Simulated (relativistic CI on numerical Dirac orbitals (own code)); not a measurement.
## Zr3+: 3d photoemission

Computed with this model: Dirac-Coulomb-Breit CI, separate exchange-only KLI orbitals for each configuration, model QED, valence Slater integrals scaled by 0.9, multiplet model of photoemission in the sudden approximation; configurations [Kr] 4d → [Ar] 3d9 4s2 4p6 4d; 80 K; Lorentzian 0.21 eV and Gaussian 0.5 eV FWHM. Energies are those of the free ion, without screening or charge transfer. The energies are binding energies and can lie tens of eV above those of solids. S is read from ⟨S²⟩ = S(S + 1).

Field parameters in Wybourne normalisation: D3d B²₀ = −7Dσ, B⁴₀ = −14Dq − 21Dτ, B⁴₃ = −14√(10/7) Dq. The field is a parameter set, without covalency.

free ion: ground-state S = 0.50, centroid 219.82 eV. Peaks (eV, height): 218.7 (100), 221.0 (60), 221.7 (40).

D3d, 10Dq = 31000, Dσ = -1200, Dτ = -320 cm⁻¹: ground-state S = 0.50, centroid 219.84 eV. Peaks (eV, height): 218.8 (100), 221.1 (61).

D3d, 10Dq = 31000, Dσ = 240, Dτ = -320 cm⁻¹: ground-state S = 0.50, centroid 219.84 eV. Peaks (eV, height): 218.8 (100), 221.1 (63).

Strongest unbroadened transitions for D3d, 10Dq = 31000, Dσ = -1200, Dτ = -320 cm⁻¹:

| Energy (eV) | Relative strength |
| --- | --- |
| 218.12 | 76.4 |
| 218.61 | 44.1 |
| 218.63 | 97.4 |
| 218.65 | 44.5 |
| 218.69 | 86.8 |
| 218.81 | 100.0 |
| 218.98 | 34.1 |
| 219.03 | 49.0 |
| 219.11 | 31.9 |
| 219.16 | 56.2 |
| 220.82 | 45.7 |
| 220.84 | 44.3 |
| 221.01 | 62.4 |
| 221.04 | 61.8 |
| 221.15 | 43.1 |
| 221.33 | 65.2 |
| 221.49 | 68.1 |
| 221.71 | 45.3 |
